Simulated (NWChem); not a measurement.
System: PbIBr, singlet; SMILES [Br][Pb][I]

The following NWChem deck was run.

```
start job
memory heap 200 mb stack 900 mb global 1100 mb
geometry units angstroms noautoz
  Pb     0.847199     0.429189     0.000000
  Br    -1.179254     2.140159     0.000000
  I     -0.504461    -2.082400     0.000000
end
basis spherical
  Pb library def2-svp
  Br library def2-svp
  I library def2-svp
end
ecp
  I library def2-ecp
  Pb library def2-ecp
end
dft
  xc mn15-l
  iterations 150
  mulliken
end
task dft energy
```

NWChem printed, in part:

```
             Northwest Computational Chemistry Package (NWChem) 7.3.0
             --------------------------------------------------------

 CS  symmetry detected

                             Geometry "geometry" -> ""
                             -------------------------

 Output coordinates in angstroms (scale by  1.889725989 to convert to a.u.)

  No.       Tag          Charge          X              Y              Z
 ---- ---------------- ---------- -------------- -------------- --------------
    1 Pb                  82.0000     0.83374353     0.44011292     0.00000000
    2 Br                  35.0000    -1.21170721     2.12832540     0.00000000
    3 I                   53.0000    -0.48975881    -2.08642733     0.00000000

 Effective nuclear repulsion energy (a.u.)    1608.5271435420

      Symmetry information
      --------------------

 Group name             Cs
 Group number              2
 Group order               2
 No. of unique centers     3

                                 NWChem DFT Module
                                 -----------------

 Summary of "ao basis" -> "ao basis" (spherical)
 ------------------------------------------------------------------------------
       Tag                 Description            Shells   Functions and Types
 ---------------- ------------------------------  ------  ---------------------
 Pb                         def2-svp                10       26   4s4p2d
 Br                         def2-svp                12       32   5s4p3d
 I                          def2-svp                10       26   4s4p2d

      Symmetry analysis of basis
      --------------------------

        a'         58
        a"         26

            General Information
            -------------------
          SCF calculation type: DFT
          Wavefunction type:  closed shell.
          No. of atoms     :     3
          No. of electrons :    82
           Alpha electrons :    41
            Beta electrons :    41
          Charge           :     0
          Spin multiplicity:     1
          Use of symmetry is: on ; symmetry adaption is: on
          Maximum number of iterations: 150
          AO basis - number of functions:    84
                     number of shells:    32
          Convergence on energy requested:  1.00D-06
          Convergence on density requested:  1.00D-05
          Convergence on gradient requested:  5.00D-04

              XC Information
              --------------
                       MN15-L Method XC Functional
                        MN15-L Exchange Functional  1.000
                      MN15-L Correlation Potential  1.000

             Grid Information
             ----------------
          Grid used for XC integration:  medium
          Radial quadrature: Mura-Knowles
          Angular quadrature: Lebedev.
          Tag              B.-S. Rad. Rad. Pts. Rad. Cut. Ang. Pts.
          ---              ---------- --------- --------- ---------
          Pb                  1.80      123          10.0       590
          Br                  1.15      112          11.0       590
          I                   1.40      123          11.0       590
          Grid pruning is: on
          Number of quadrature shells:   358
          Spatial weights used:  Erf1

      Superposition of Atomic Density Guess
      -------------------------------------

 Sum of atomic energies:       -3138.57302167

      Non-variational initial energy
      ------------------------------

 Total energy =   -3060.595617
 1-e energy   =   -5162.407382
 2-e energy   =    1737.850449
 HOMO         =      -0.300548
 LUMO         =      -0.051643

      Symmetry analysis of molecular orbitals - initial
      -------------------------------------------------

  Numbering of irreducible representations:

     1 a'          2 a"

  Orbital symmetries:

     1 a'          2 a'          3 a'          4 a'          5 a"
     6 a'          7 a'          8 a'          9 a'         10 a"
    11 a'         12 a'         13 a'         14 a"         15 a'
    16 a'         17 a"         18 a'         19 a'         20 a"
    21 a'         22 a"         23 a'         24 a'         25 a"
    26 a'         27 a"         28 a'         29 a'         30 a'
    31 a"         32 a"         33 a'         34 a'         35 a'
    36 a'         37 a"         38 a'         39 a"         40 a'
    41 a'         42 a"         43 a'         44 a'         45 a'
    46 a'         47 a'         48 a"         49 a'         50 a"
    51 a'

     ---------------------------------------------
      Total Density - Mulliken Population Analysis
     ---------------------------------------------

    Atom       Charge   Shell Charges
 -----------   ------   -------------------------------------------------------
    1 Pb  22    20.70   2.99 -0.94  1.22  0.69  3.38  2.60  0.43  0.27  9.73  0.32
    2 Br  35    35.68   2.00  2.00  2.00  1.38  0.59  6.00  5.99  2.44  3.26  8.23  1.73  0.05
    3 I   25    25.63   1.83  0.22  1.24  0.68  2.92  3.14  2.73  2.87  9.83  0.18

   convergence    iter        energy       DeltaE   RMS-Dens  Diis-err
 ---------------- ----- ----------------- --------- --------- ---------
 d= 0,ls=0.0,diis     1  -3062.9244330675 -3.43D+03  3.08D-02  8.63D-01
 d= 0,ls=0.0,diis     2  -3062.4023032866  5.22D-01  2.57D-02  2.92D+00
 d= 0,ls=0.0,diis     3  -3062.9905895893 -5.88D-01  7.04D-03  1.05D-01
 d= 0,ls=0.0,diis     4  -3063.0139982080 -2.34D-02  2.66D-03  1.43D-02
 d= 0,ls=0.0,diis     5  -3063.0159563855 -1.96D-03  1.10D-03  4.89D-03
  Resetting Diis
 d= 0,ls=0.0,diis     6  -3063.0168427642 -8.86D-04  1.50D-04  1.12D-04
 d= 0,ls=0.0,diis     7  -3063.0168700230 -2.73D-05  8.95D-05  3.39D-06
 d= 0,ls=0.0,diis     8  -3063.0168674795  2.54D-06  5.82D-05  1.47D-05
 d= 0,ls=0.0,diis     9  -3063.0168708854 -3.41D-06  4.94D-06  1.49D-07
 d= 0,ls=0.0,diis    10  -3063.0168709056 -2.01D-08  1.76D-06  7.55D-09

         Total DFT energy =    -3063.016870905587
      One electron energy =    -5162.282260120173
           Coulomb energy =     1863.339109178332
    Exchange-Corr. energy =     -128.035036084025
 Nuclear repulsion energy =      363.961316120279

 Numeric. integr. density =       82.000000555929

                  Occupations of the irreducible representations
                  ----------------------------------------------

                     irrep           alpha         beta
                     --------     --------     --------
                     a'               29.0         29.0
                     a"               12.0         12.0

                       DFT Final Molecular Orbital Analysis
                       ------------------------------------

 Vector   39  Occ=2.000000D+00  E=-2.484223D-01  Symmetry=a'
              MO Center= -6.2D-01,  3.9D-01,  1.3D-15, r^2= 6.4D+00
   Bfn.  Coefficient  Atom+Function         Bfn.  Coefficient  Atom+Function
  ----- ------------  ---------------      ----- ------------  ---------------
    41      0.399211  2 Br px                70      0.351435  3 I  py
    38      0.325116  2 Br px                73      0.325983  3 I  py
    42      0.240714  2 Br py                 3     -0.219486  1 Pb s
    35     -0.220516  2 Br px                39      0.202236  2 Br py
     4     -0.185962  1 Pb s                 11     -0.165526  1 Pb px

 Vector   40  Occ=2.000000D+00  E=-2.473976D-01  Symmetry=a"
              MO Center= -5.1D-01, -1.5D+00, -5.8D-16, r^2= 4.0D+00
   Bfn.  Coefficient  Atom+Function         Bfn.  Coefficient  Atom+Function
  ----- ------------  ---------------      ----- ------------  ---------------
    71      0.534090  3 I  pz                74      0.518924  3 I  pz
    43     -0.226552  2 Br pz                68     -0.225680  3 I  pz
    40     -0.181972  2 Br pz                65     -0.181708  3 I  pz
    37      0.123739  2 Br pz                13      0.092931  1 Pb pz
    16      0.073937  1 Pb pz                18      0.056522  1 Pb d -1

 Vector   41  Occ=2.000000D+00  E=-2.379321D-01  Symmetry=a'
              MO Center= -5.0D-01, -1.6D+00, -1.1D-14, r^2= 3.8D+00
   Bfn.  Coefficient  Atom+Function         Bfn.  Coefficient  Atom+Function
  ----- ------------  ---------------      ----- ------------  ---------------
    69      0.516199  3 I  px                72      0.500632  3 I  px
    66     -0.217267  3 I  px                70     -0.201644  3 I  py
    42     -0.197775  2 Br py                73     -0.191820  3 I  py
    63     -0.174875  3 I  px                39     -0.158123  2 Br py
     3     -0.114264  1 Pb s                 36      0.107023  2 Br py

 Vector   42  Occ=0.000000D+00  E=-1.392676D-01  Symmetry=a"
              MO Center=  6.3D-01,  3.4D-01,  1.5D-14, r^2= 4.5D+00
   Bfn.  Coefficient  Atom+Function         Bfn.  Coefficient  Atom+Function
  ----- ------------  ---------------      ----- ------------  ---------------
    13      0.569417  1 Pb pz                16      0.556354  1 Pb pz
    74     -0.242109  3 I  pz                43     -0.237250  2 Br pz
    10     -0.193695  1 Pb pz                71     -0.192151  3 I  pz
     7     -0.186848  1 Pb pz                40     -0.156845  2 Br pz
    37      0.106173  2 Br pz                68      0.080756  3 I  pz

 Vector   43  Occ=0.000000D+00  E=-7.374025D-02  Symmetry=a'
              MO Center=  6.4D-01,  2.0D-01,  8.9D-17, r^2= 5.9D+00
   Bfn.  Coefficient  Atom+Function         Bfn.  Coefficient  Atom+Function
  ----- ------------  ---------------      ----- ------------  ---------------
    14      0.708603  1 Pb px                73      0.480007  3 I  py
    11      0.456495  1 Pb px                 3     -0.403377  1 Pb s
    42     -0.319560  2 Br py                62      0.294558  3 I  s
    15      0.283516  1 Pb py                70      0.235641  3 I  py
    31      0.208379  2 Br s                  1      0.199854  1 Pb s

 Vector   44  Occ=0.000000D+00  E=-5.560509D-02  Symmetry=a'
              MO Center=  7.3D-01,  3.9D-01, -2.1D-15, r^2= 5.6D+00
   Bfn.  Coefficient  Atom+Function         Bfn.  Coefficient  Atom+Function
  ----- ------------  ---------------      ----- ------------  ---------------
    15      0.817861  1 Pb py                12      0.468947  1 Pb py
    41     -0.388991  2 Br px                31     -0.335042  2 Br s
    72      0.301888  3 I  px                14     -0.297182  1 Pb px
    62      0.239217  3 I  s                 73      0.223469  3 I  py
    38     -0.188145  2 Br px                42      0.179221  2 Br py

     ---------------------------------------------
      Total Density - Mulliken Population Analysis
     ---------------------------------------------

    Atom       Charge   Shell Charges
 -----------   ------   -------------------------------------------------------
    1 Pb  22    21.33   3.00 -0.94  1.40  0.48  3.37  2.62  0.81  0.50  9.67  0.43
    2 Br  35    35.38   2.00  2.00  1.99  1.34  0.67  6.00  5.97  2.30  3.11  8.23  1.69  0.09
    3 I   25    25.29   1.82  0.22  1.30  0.63  2.94  3.10  2.53  2.73  9.76  0.25

     -------------------------------------------
      Total Density - Lowdin Population Analysis
     -------------------------------------------

    Atom       Charge   Shell Charges
 -----------   ------   -------------------------------------------------------
    1 Pb  22    21.69   1.49  0.48  1.14  0.78  3.09  2.68  0.95  0.84  9.30  0.93
    2 Br  35    35.19   2.00  2.00  1.96  1.11  0.81  5.99  5.81  2.43  3.07  7.87  2.00  0.15
    3 I   25    25.13   1.25  0.73  1.05  0.85  2.78  3.17  2.47  2.81  9.45  0.57

     Multipole analysis of the density
     ---------------------------------

     L   x y z        total         alpha         beta         nuclear
     -   - - -        -----         -----         ----         -------
     0   0 0 0     -0.000000    -41.000000    -41.000000     82.000000

     1   1 0 0      1.628311     35.123421     35.123421    -68.618530
     1   0 1 0      0.214832    -30.140663    -30.140663     60.496157
     1   0 0 1     -0.000000     -0.000000     -0.000000      0.000000

     2   2 0 0    -53.989013   -156.762728   -156.762728    259.536443
     2   1 1 0      2.841987    102.558696    102.558696   -202.275405
     2   1 0 1      0.000000      0.000000      0.000000      0.000000
     2   0 2 0    -60.669524   -515.343821   -515.343821    970.018117
     2   0 1 1     -0.000000     -0.000000     -0.000000      0.000000
     2   0 0 2    -53.095059    -26.547529    -26.547529      0.000000
```

Level: MN15-L/def2-SVP with def2 effective core potentials on I, Pb. Low-valent species are run as closed-shell singlets; no triplet was tried in these runs. All runs use the structure optimised with PBE-D3(BJ)/def2-SVP. def2 effective core potentials on I, Pb; no spin-orbit coupling.
